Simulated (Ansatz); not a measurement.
Consider the cleavage of the Si–Si bond: `N[Si](F)(F)[SiH3]` + CH₃NH₂ → `CN[Si](N)(F)F` + SiH₄.

Calculated with Ansatz (gas phase, PBE0-D4/def2-TZVP geometries, no zero-point term in ΔE). CCSD(T)/CBS is the MP2 limit (def2-TZVPP, def2-QZVPP) plus CCSD(T) − MP2 in def2-TZVPP, frozen cores. This one scheme is used for every species. Functionals use def2-TZVPP. B3LYP here is the variant with VWN-RPA as its local correlation; programs differ in this. One conformer a species, not always the lowest.

`N[Si](F)(F)[SiH3]`:

Cartesian coordinates in Å:
```
N -1.713 -0.467 0.226
Si -0.379 0.531 0.510
F -0.192 0.575 2.091
F -0.612 2.055 0.092
Si 1.536 -0.227 -0.587
H -1.978 -0.753 -0.701
H -2.481 -0.522 0.876
H 1.199 -0.474 -2.016
H 2.622 0.783 -0.514
H 1.998 -1.501 0.022
```

CH₃NH₂:

Z-matrix (Å, degrees):
```
C
N 1 1.453
H 1 1.092 2 109.4
H 1 1.100 2 115.4 3 -121.6
H 1 1.092 2 109.4 3 116.8
H 2 1.012 1 110.6 3 62.6
H 2 1.012 1 110.6 3 -179.3
```

`CN[Si](N)(F)F`:

Z-matrix (Å, degrees):
```
C
N 1 1.449
H 1 1.096 2 112.7
H 1 1.090 2 109.5 3 -119.9
H 1 1.094 2 111.0 3 121.6
Si 2 1.682 1 126.7 3 100.0
H 2 1.007 1 114.2 3 -63.7
F 6 1.593 2 105.7 1 30.4
N 6 1.685 2 110.1 1 157.1
F 6 1.593 2 116.6 1 -83.7
H 9 1.005 6 121.8 2 -54.2
H 9 1.006 6 121.1 2 151.5
```

SiH₄:

Z-matrix (Å, degrees):
```
Si
H 1 1.485
H 1 1.485 2 109.5
H 1 1.485 2 109.5 3 -120.0
H 1 1.485 2 109.5 3 120.0
```

Is it downhill or uphill in electronic energy at CCSD(T)/CBS, and by how much? (Best estimate.)

The calculation gave: Downhill: ΔE = -0.98 eV.

What do these levels give: PBE-D4, PBE0-D4, PBE0, B3LYP, HF/def2-TZVPP, MP2/def2-TZVPP, CCSD(T)/def2-TZVPP, HF/def2-QZVPP, MP2/def2-QZVPP, SCS-MP2/def2-QZVPP, MP2/CBS(def2), CCSD/CBS(def2)? (An estimate is asked.)

Ansatz gave: PBE-D4 -0.76, PBE0-D4 -0.85, PBE0 -0.84, B3LYP -0.93, HF/def2-TZVPP -1.13, MP2/def2-TZVPP -1.07, CCSD(T)/def2-TZVPP -1.01, HF/def2-QZVPP -1.14, MP2/def2-QZVPP -1.05, SCS-MP2/def2-QZVPP -1.06, MP2/CBS(def2) -1.04, CCSD/CBS(def2) -1.00 eV.

Largest T1 diagnostic among the species: 0.012.

In def2-TZVPP, CCSD(T) changes the Hartree–Fock value by +0.13 eV (the triples alone add +0.02 eV) and MP2 by +0.06 eV. From PBE to PBE0 (25 % exact exchange), in def2-TZVPP and without D4, ΔE moves by −0.10 eV.
